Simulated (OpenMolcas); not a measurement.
Ag²⁺: the spin-orbit constant, worked from levels

- Program: OpenMolcas 26.06
- Basis: ANO-RCC-VTZP [7s6p4d2f1g]
- Scalar Hamiltonian: DKH2, point nucleus
- Active space: 9 electrons in 6 orbitals (4d 5s)
- State averaging: 2S+1 = 2 even, 29 roots; 2S+1 = 4 even, 10 roots kept (CI in the orbitals of an earlier block)
- Spin-orbit coupling: state interaction with AMFI integrals over the reference wave functions, term energies averaged over their components

Methods: CASSCF; MS-CASPT2, IPEA 0.25 Eh, imaginary shift 0.1 Eh (closed shells correlated: 4s 4p). Measured levels: Moore, Atomic Energy Levels, vol. III, NSRDS-NBS 35 (1971 reprint of NBS Circular 467, 1958).

**The spin-orbit constant.** For the Hund term 2D of d9, E(J) = (A/2) J(J+1) + constant and ζ = -2S·A = -A. From J = 3/2 to J = 5/2 the energy changes by 2.5 A.

```
   Source  E(5/2) - E(3/2)        A     ζ
   CASSCF          -4626.4  -1850.6  1851
MS-CASPT2          -4629.6  -1851.8  1852
 measured          -4607.0  -1842.8  1843
```

All in cm-1. MS-CASPT2 is off by +0.5 % and CASSCF by +0.4 %. Both methods take the spin-orbit matrix elements from the reference wave functions, so the second can move ζ only through the term energies and any multistate remixing.

CASPT2 breaks the degeneracy within a term, and the mean is taken; among the terms shown or strongly mixed into the levels shown the widest spread is 17 cm-1 (4d9 2D, MS-CASPT2). Without dynamic correlation excited terms often stand tens of per cent too high (terms of higher spin than the ground term too low), and those without a measured partner can miss by more than the paired ones (holds for CASSCF). Computed and measured levels are paired by configuration, term and J; levels that our copy of the source lacks, or whose pairing is in doubt (as where it misses far off the trend of its configuration), stay unpaired and out of the deviations. Only configurations of the active space appear.
